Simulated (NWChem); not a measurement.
# CH₄MgOS; SMILES C[S][Mg][OH]

```xyz
8

Mg     0.1522    -1.0377     0.0000
O     -0.2249    -2.7563     0.0000
H     -0.3429    -3.6998    -0.0007
S      0.6442     1.2126     0.0000
C     -0.9998     2.0229     0.0000
H     -1.5816     1.7860    -0.9021
H     -0.8206     3.1069     0.0107
H     -1.5907     1.7701     0.8918
```
Atoms are numbered in this order, from 1.

All runs: NWChem. Geometry: optimised at PBE0/def2-SVP. Vertical excitations in the gas phase.

**Question.** What does the run give for PBE/def2-SVPD, TDA? Quantities: lowest excitation, singlet (eV); oscillator strength of that lowest state; lowest state with f > 0.02, singlet (eV); orbital gap (eV).

**Answer.** 
```
Property                                  Value
----------------------------------------  -----
lowest excitation, singlet (eV)            3.56
oscillator strength of that lowest state  0.020
lowest state with f > 0.02, singlet (eV)   4.73
orbital gap (eV)                           3.48
```
